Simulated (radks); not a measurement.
Task: These are the eigenvalues of the occupied orbitals of an atom or ion with whole-number occupations (hartree). All-electron calculation, Dirac Kohn-Sham, PBE, spin-unpolarised, spherical densities, finite nucleus; Fermi nuclear charge, rms radius of each element as measured or else 0.836 A^(1/3) + 0.57 fm. Program: a radial shooting solver on a logarithmic mesh with Libxc functionals.

orbital  eigenvalue
1s1/2     -805.3033

Which element is it, and in what charge state? The configuration may be excited. Open shells, if any, fill j = l - 1/2 first.

Result: Z = 40, zirconium, charge +39: Zr39+ in 1s1. The 1s level, -805.3 hartree, gives Z - s = 40.1 by -(Z - s)^2/2, which with screening and relativity narrows Z to a few neighbours, and the depths must fix Z and the occupations together.
